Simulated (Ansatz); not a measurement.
# Nudged elastic band run: H5NOSi2

Input file:

```yaml
crystal:
  periodic: [false, false, false]
  atoms:
    - { symbol: "N", position_ang: [-0.0109, 1.55876, -0.39475] }
    - { symbol: Si, position_ang: [-0.41008, 0.02167, 0.25565] }
    - { symbol: O, position_ang: [-0.09206, 0.17357, 1.84541] }
    - { symbol: Si, position_ang: [0.39146, -1.84359, -0.65994] }
    - { symbol: H, position_ang: [0.36058, 2.33577, 0.12759] }
    - { symbol: H, position_ang: [-0.14782, 1.78672, -1.36162] }
    - { symbol: H, position_ang: [0.39829, 0.90795, 2.20873] }
    - { symbol: H, position_ang: [-0.26204, -3.00522, -0.01217] }
    - { symbol: H, position_ang: [-0.22745, -1.93563, -2.0089] }
basis:
  gaussian: { orbitals: def2-SVP }
hamiltonian:
  xc: b3lyp
  dispersion: d4
neb:
  order_check: false
  images: 5
  f_tol: 0.03
  max_iterations: 60
  initial_path: idpp
  final_atoms:
    - { symbol: "N", position_ang: [-0.0109, 1.55876, -0.39475] }
    - { symbol: Si, position_ang: [-0.41008, 0.02167, 0.25565] }
    - { symbol: O, position_ang: [-0.09206, 0.17357, 1.84541] }
    - { symbol: Si, position_ang: [0.39146, -1.84359, -0.65994] }
    - { symbol: H, position_ang: [0.36058, 2.33577, 0.12759] }
    - { symbol: H, position_ang: [-0.14782, 1.78672, -1.36162] }
    - { symbol: H, position_ang: [0.39829, 0.90795, 2.20873] }
    - { symbol: H, position_ang: [1.28884, -2.5013, 0.31893] }
    - { symbol: H, position_ang: [1.40014, -1.40678, -1.66143] }
```

Launched with:

```bash
$ ansatz run input.yaml --threads 1 --pin off --max-ram 2048MiB --backend cpu --events-out ev --progress --plain --runs-dir out
```

Output, in part (warnings, iteration lines):

```
WARN: NEB end point (image 0): max|allowed force component| = 1.087e0 eV/Å (the criterion of neb.relax_end_points is 1.000e-2). That is over neb.f_tol: it is no minimum, so the barrier can be far off. Relax it first
WARN: NEB end point (image 6): max|allowed force component| = 3.180e0 eV/Å (the criterion of neb.relax_end_points is 1.000e-2). That is over neb.f_tol: it is no minimum, so the barrier can be far off. Relax it first
NEB iter   1: max|band force component| = 2.242e0 eV/Å  barrier→ = 1.4149 eV  barrier← = 0.0000 eV  Δτ_max = 0.2000 Å  (206 SCF iters)
NEB iter   2: max|band force component| = 1.935e0 eV/Å  barrier→ = 1.4149 eV  barrier← = 0.0000 eV  Δτ_max = 0.2000 Å  (157 SCF iters)
NEB iter   3: max|band force component| = 1.234e0 eV/Å  barrier→ = 1.4149 eV  barrier← = 0.0000 eV  Δτ_max = 0.1882 Å  (143 SCF iters)
NEB iter   4: max|band force component| = 1.124e0 eV/Å  barrier→ = 1.4149 eV  barrier← = 0.0000 eV  Δτ_max = 0.0825 Å  (137 SCF iters)
NEB iter   5: max|band force component| = 9.494e-1 eV/Å  barrier→ = 1.4149 eV  barrier← = 0.0000 eV  Δτ_max = 0.1981 Å  (128 SCF iters)
NEB iter   6: max|band force component| = 5.949e-1 eV/Å  barrier→ = 1.4149 eV  barrier← = 0.0000 eV  Δτ_max = 0.1957 Å  (142 SCF iters)
NEB iter   7: max|band force component| = 5.802e-1 eV/Å  barrier→ = 1.4149 eV  barrier← = 0.0000 eV  Δτ_max = 0.1580 Å  (140 SCF iters)
NEB iter   8: max|band force component| = 5.012e-1 eV/Å  barrier→ = 1.4149 eV  barrier← = 0.0000 eV  Δτ_max = 0.1919 Å  (136 SCF iters)
NEB iter   9: max|band force component| = 9.540e-1 eV/Å  barrier→ = 1.4149 eV  barrier← = 0.0000 eV  Δτ_max = 0.1021 Å  (143 SCF iters)
NEB iter  10: max|band force component| = 7.871e-1 eV/Å  barrier→ = 0.0364 eV  barrier← = -1.3785 eV  CI = image 3  Δτ_max = 0.1982 Å  (139 SCF iters)
NEB iter  11: max|band force component| = 6.633e-1 eV/Å  barrier→ = 0.0672 eV  barrier← = -1.3477 eV  CI = image 3  Δτ_max = 0.2000 Å  (138 SCF iters)
NEB iter  12: max|band force component| = 4.867e-1 eV/Å  barrier→ = 0.0831 eV  barrier← = -1.3318 eV  CI = image 3  Δτ_max = 0.2000 Å  (140 SCF iters)
NEB iter  13: max|band force component| = 6.076e-1 eV/Å  barrier→ = 0.1154 eV  barrier← = -1.2995 eV  CI = image 3  Δτ_max = 0.1019 Å  (143 SCF iters)
NEB iter  14: max|band force component| = 5.300e-1 eV/Å  barrier→ = 0.1397 eV  barrier← = -1.2752 eV  CI = image 3  Δτ_max = 0.1007 Å  (137 SCF iters)
NEB iter  15: max|band force component| = 4.225e-1 eV/Å  barrier→ = 0.1702 eV  barrier← = -1.2447 eV  CI = image 3  Δτ_max = 0.0997 Å  (133 SCF iters)
NEB iter  16: max|band force component| = 2.990e-1 eV/Å  barrier→ = 0.1556 eV  barrier← = -1.2593 eV  CI = image 3  Δτ_max = 0.0983 Å  (138 SCF iters)
NEB iter  17: max|band force component| = 4.294e-1 eV/Å  barrier→ = 0.1500 eV  barrier← = -1.2650 eV  CI = image 3  Δτ_max = 0.0498 Å  (128 SCF iters)
NEB iter  18: max|band force component| = 2.883e-1 eV/Å  barrier→ = 0.1462 eV  barrier← = -1.2687 eV  CI = image 3  Δτ_max = 0.0501 Å  (126 SCF iters)
NEB iter  19: max|band force component| = 1.394e-1 eV/Å  barrier→ = 0.1440 eV  barrier← = -1.2709 eV  CI = image 3  Δτ_max = 0.0999 Å  (125 SCF iters)
NEB iter  20: max|band force component| = 1.218e-1 eV/Å  barrier→ = 0.1424 eV  barrier← = -1.2725 eV  CI = image 3  Δτ_max = 0.0992 Å  (129 SCF iters)
NEB iter  21: max|band force component| = 3.647e-1 eV/Å  barrier→ = 0.1415 eV  barrier← = -1.2735 eV  CI = image 3  Δτ_max = 0.0500 Å  (128 SCF iters)
NEB iter  22: max|band force component| = 1.657e-1 eV/Å  barrier→ = 0.1410 eV  barrier← = -1.2739 eV  CI = image 3  Δτ_max = 0.0998 Å  (125 SCF iters)
NEB iter  23: max|band force component| = 1.423e-1 eV/Å  barrier→ = 0.1407 eV  barrier← = -1.2742 eV  CI = image 3  Δτ_max = 0.0844 Å  (128 SCF iters)
NEB iter  24: max|band force component| = 9.258e-2 eV/Å  barrier→ = 0.1407 eV  barrier← = -1.2742 eV  CI = image 3  Δτ_max = 0.0563 Å  (123 SCF iters)
NEB iter  25: max|band force component| = 7.898e-2 eV/Å  barrier→ = 0.1406 eV  barrier← = -1.2743 eV  CI = image 3  Δτ_max = 0.0758 Å  (123 SCF iters)
NEB iter  26: max|band force component| = 5.877e-2 eV/Å  barrier→ = 0.1406 eV  barrier← = -1.2743 eV  CI = image 3  Δτ_max = 0.1002 Å  (120 SCF iters)
NEB iter  27: max|band force component| = 1.004e-1 eV/Å  barrier→ = 0.1406 eV  barrier← = -1.2743 eV  CI = image 3  Δτ_max = 0.0501 Å  (118 SCF iters)
NEB iter  28: max|band force component| = 6.223e-2 eV/Å  barrier→ = 0.1406 eV  barrier← = -1.2743 eV  CI = image 3  Δτ_max = 0.1003 Å  (116 SCF iters)
NEB iter  29: max|band force component| = 9.515e-2 eV/Å  barrier→ = 0.1406 eV  barrier← = -1.2743 eV  CI = image 3  Δτ_max = 0.0501 Å  (118 SCF iters)
NEB iter  30: max|band force component| = 9.732e-2 eV/Å  barrier→ = 0.1406 eV  barrier← = -1.2743 eV  CI = image 3  Δτ_max = 0.0250 Å  (110 SCF iters)
NEB iter  31: max|band force component| = 5.874e-2 eV/Å  barrier→ = 0.1406 eV  barrier← = -1.2743 eV  CI = image 3  Δτ_max = 0.0501 Å  (115 SCF iters)
NEB iter  32: max|band force component| = 6.996e-2 eV/Å  barrier→ = 0.1406 eV  barrier← = -1.2743 eV  CI = image 3  Δτ_max = 0.0501 Å  (114 SCF iters)
NEB iter  33: max|band force component| = 7.869e-2 eV/Å  barrier→ = 0.1406 eV  barrier← = -1.2743 eV  CI = image 3  Δτ_max = 0.0998 Å  (117 SCF iters)
NEB iter  34: max|band force component| = 1.108e-1 eV/Å  barrier→ = 0.1406 eV  barrier← = -1.2743 eV  CI = image 3  Δτ_max = 0.1010 Å  (113 SCF iters)
NEB iter  35: max|band force component| = 3.948e-1 eV/Å  barrier→ = 0.1406 eV  barrier← = -1.2743 eV  CI = image 3  Δτ_max = 0.0502 Å  (120 SCF iters)
NEB iter  36: max|band force component| = 1.508e-1 eV/Å  barrier→ = 0.1406 eV  barrier← = -1.2743 eV  CI = image 3  Δτ_max = 0.1001 Å  (117 SCF iters)
NEB iter  37: max|band force component| = 1.898e-1 eV/Å  barrier→ = 0.1406 eV  barrier← = -1.2743 eV  CI = image 3  Δτ_max = 0.1003 Å  (117 SCF iters)
NEB iter  38: max|band force component| = 2.071e-1 eV/Å  barrier→ = 0.1406 eV  barrier← = -1.2743 eV  CI = image 3  Δτ_max = 0.1000 Å  (113 SCF iters)
NEB iter  39: max|band force component| = 2.217e-1 eV/Å  barrier→ = 0.1406 eV  barrier← = -1.2743 eV  CI = image 3  Δτ_max = 0.1998 Å  (115 SCF iters)
NEB iter  40: max|band force component| = 2.143e-1 eV/Å  barrier→ = 0.1406 eV  barrier← = -1.2743 eV  CI = image 3  Δτ_max = 0.1995 Å  (121 SCF iters)
NEB iter  41: max|band force component| = 2.567e-1 eV/Å  barrier→ = 0.1406 eV  barrier← = -1.2743 eV  CI = image 3  Δτ_max = 0.1004 Å  (115 SCF iters)
NEB iter  42: max|band force component| = 1.927e-1 eV/Å  barrier→ = 0.1406 eV  barrier← = -1.2743 eV  CI = image 3  Δτ_max = 0.1000 Å  (111 SCF iters)
NEB iter  43: max|band force component| = 3.788e-1 eV/Å  barrier→ = 0.1406 eV  barrier← = -1.2743 eV  CI = image 3  Δτ_max = 0.0500 Å  (112 SCF iters)
NEB iter  44: max|band force component| = 1.896e-1 eV/Å  barrier→ = 0.1406 eV  barrier← = -1.2743 eV  CI = image 3  Δτ_max = 0.0989 Å  (113 SCF iters)
NEB iter  45: max|band force component| = 2.365e-1 eV/Å  barrier→ = 0.1406 eV  barrier← = -1.2743 eV  CI = image 3  Δτ_max = 0.0499 Å  (112 SCF iters)
NEB iter  46: max|band force component| = 2.645e-1 eV/Å  barrier→ = 0.1406 eV  barrier← = -1.2743 eV  CI = image 3  Δτ_max = 0.0500 Å  (104 SCF iters)
NEB iter  47: max|band force component| = 2.860e-1 eV/Å  barrier→ = 0.1406 eV  barrier← = -1.2743 eV  CI = image 3  Δτ_max = 0.0499 Å  (104 SCF iters)
NEB iter  48: max|band force component| = 2.601e-1 eV/Å  barrier→ = 0.1406 eV  barrier← = -1.2743 eV  CI = image 3  Δτ_max = 0.0501 Å  (100 SCF iters)
NEB iter  49: max|band force component| = 2.584e-1 eV/Å  barrier→ = 0.1406 eV  barrier← = -1.2743 eV  CI = image 3  Δτ_max = 0.0498 Å  (101 SCF iters)
NEB iter  50: max|band force component| = 2.398e-1 eV/Å  barrier→ = 0.1406 eV  barrier← = -1.2743 eV  CI = image 3  Δτ_max = 0.0998 Å  (100 SCF iters)
NEB iter  51: max|band force component| = 2.251e-1 eV/Å  barrier→ = 0.1406 eV  barrier← = -1.2743 eV  CI = image 3  Δτ_max = 0.0995 Å  (100 SCF iters)
NEB iter  52: max|band force component| = 1.934e-1 eV/Å  barrier→ = 0.1406 eV  barrier← = -1.2743 eV  CI = image 3  Δτ_max = 0.0854 Å  (103 SCF iters)
NEB iter  53: max|band force component| = 3.315e-1 eV/Å  barrier→ = 0.1406 eV  barrier← = -1.2743 eV  CI = image 3  Δτ_max = 0.0421 Å  (101 SCF iters)
NEB iter  54: max|band force component| = 1.494e-1 eV/Å  barrier→ = 0.1406 eV  barrier← = -1.2743 eV  CI = image 3  Δτ_max = 0.0729 Å  (99 SCF iters)
NEB iter  55: max|band force component| = 7.504e-2 eV/Å  barrier→ = 0.1406 eV  barrier← = -1.2743 eV  CI = image 3  Δτ_max = 0.0843 Å  (96 SCF iters)
NEB iter  56: max|band force component| = 6.900e-2 eV/Å  barrier→ = 0.1406 eV  barrier← = -1.2743 eV  CI = image 3  Δτ_max = 0.0422 Å  (99 SCF iters)
NEB iter  57: max|band force component| = 7.734e-2 eV/Å  barrier→ = 0.1406 eV  barrier← = -1.2743 eV  CI = image 3  Δτ_max = 0.0422 Å  (98 SCF iters)
NEB iter  58: max|band force component| = 1.048e-1 eV/Å  barrier→ = 0.1406 eV  barrier← = -1.2743 eV  CI = image 3  Δτ_max = 0.0847 Å  (97 SCF iters)
NEB iter  59: max|band force component| = 1.705e-1 eV/Å  barrier→ = 0.1406 eV  barrier← = -1.2743 eV  CI = image 3  Δτ_max = 0.0426 Å  (97 SCF iters)
NEB iter  60: max|band force component| = 1.391e-1 eV/Å  barrier→ = 0.1406 eV  barrier← = -1.2743 eV  CI = image 3  Δτ_max = 0.0843 Å  (101 SCF iters)
Error: NEB band did not converge after 60 iterations: max|band force component| = 1.39e-1 eV/Å (threshold 3.0e-2); raise `neb.max_iterations` in a new run, which can start from the last band evaluated (`neb.initial_path`, with `crystal.atoms` and `neb.final_atoms` set to its first and last images), …
```

The run ended unconverged. The band didn't meet its force threshold, so its energies are provisional: the largest band force was still 0.14 eV/Å, and over the last iterations the top stayed at 1.41 eV. Neighbouring images lie up to 2.7 Å apart, so the band is torn or far too coarse. The end points aren't both relaxed to the band's threshold either. Inner images lie below an end point, which means an intermediate or an end that isn't the lowest structure nearby.

Final band (atoms are numbered from 1 in the order of the input):

```csv
image,path coordinate (Å),energy (eV),height of Si4 over the plane of its neighbours (Å)
0,0.00,0.00,0.68
1,2.69,-0.27,1.16
2,5.40,-0.32,1.13
3,8.07,0.14,-0.02
4,9.45,-0.43,-0.94
5,10.84,-0.29,-0.90
6,12.23,1.41,-0.68
```

Run time: 7.6 min on 1 thread of Intel(R) Xeon(R) 6975P-C (Granite Rapids), with other jobs on the host, peak memory 0.19 GiB.
